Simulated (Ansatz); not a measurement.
The same substitution along the group F, Cl, Br, I.

Isolated molecules relaxed with PBE0-D4/def2-TZVP in Ansatz; ΔE leaves out vibrations. CCSD(T)/CBS is the MP2 limit (def2-TZVPP, def2-QZVPP) plus CCSD(T) − MP2 in def2-TZVPP, frozen cores. This one scheme is used for every species. Double bonds are as drawn, so ΔE can hold a change between cis and trans. Elements past krypton have def2 core potentials. For Br, I outer-core shells are correlated without core-valence functions, which leaves a few kJ/mol of doubt a bond. Scalar relativity is left out up to krypton. One conformer a species, not always the lowest.

Task: Order these by ΔE at CCSD(T)/CBS, lowest first. (Estimate.)
A. `F/C=C/[SiH3]` + H₂S → `[SiH3]/C=C\S` + H–F
B. `[SiH3]/C=C/Br` + H₂S → `[SiH3]/C=C\S` + HBr
C. `[SiH3]/C=C/I` + H₂S → `[SiH3]/C=C\S` + HI

Result: A (-30.2 kJ/mol), B (-5.8 kJ/mol), C (+4.6 kJ/mol).

Largest T1 diagnostic: 0.013, for `[SiH3]/C=C\S`.
